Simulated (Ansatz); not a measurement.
# Reading a saddle point

A first-order saddle point of BSiH7O2, singlet, PBE0-D4/def2-TZVP, with one imaginary mode of 1167i cm⁻¹:

B1  (-0.194, 0.700, -0.072)
H2  (0.980, 1.435, -0.009)
O3  (-0.773, 0.838, -1.337)
O4  (-0.948, 0.993, 1.081)
H5  (1.058, 0.406, -0.024)
Si6  (0.388, -1.433, -0.046)
H7  (-1.309, 1.633, -1.384)
H8  (-0.436, 1.200, 1.863)
H9  (1.168, -1.942, -1.206)
H10  (-0.996, -1.968, -0.078)
H11  (1.062, -1.863, 1.213)
(Å)

Computed with Ansatz 0.2.0 (basis: def2-TZVPP and def2-QZVPP); correlated methods freeze the cores. Extrapolation: Hartree–Fock as exp(−7.88 √X), correlation as X^−2.97.

Question: Which contacts change along the imaginary mode, and what lies on either side? (A judgement: the text doesn't fix the answer.)

Answer: Computed: The step is BH₃O₂ ([OH][BH][OH]) + SiH₄ → BSiH₅O₂ ([OH][B]([OH])[SiH3]) + H₂, with the molecules in contact on both sides. Shortening one way: B1–Si6, H2–H5; lengthening the same way: B1–H2, H5–Si6.
```tsv
pair	one side (Å)	saddle (Å)	other side (Å)
B1–Si6	4.10	2.21	2.04
H2–H5	4.92	1.03	0.75
B1–H2	1.20	1.39	4.05
H5–Si6	1.48	1.96	3.81
```

Question: Which side is lower, and how far does the saddle lie above each? (An estimate is asked for; the value comes from the calculation.)

Answer: The calculation gives: The side with B1–H2, H5–Si6 short is lower by 11.59 kcal/mol; the saddle lies 61.96 kcal/mol above it and 50.38 kcal/mol above the other (CCSD(T) at an estimated basis limit (MP2 extrapolated from triple and quadruple zeta, plus CCSD(T) − MP2 in triple zeta); electronic energies).

T1 diagnostic: at most 0.014.

Labels in which every atom is bracketed show which atoms are joined, not bond orders.

For scale, one of the runs: CCSD(T)/def2-TZVPP, 233 basis functions, launched by `ansatz run in.yaml --threads 4 --pin off --events-out ev --progress --plain --max-ram 9574MiB`. Hardware: 4 CPU threads of an Intel Xeon, shared host. Wall time 110 s; peak host memory 4.2 GiB.
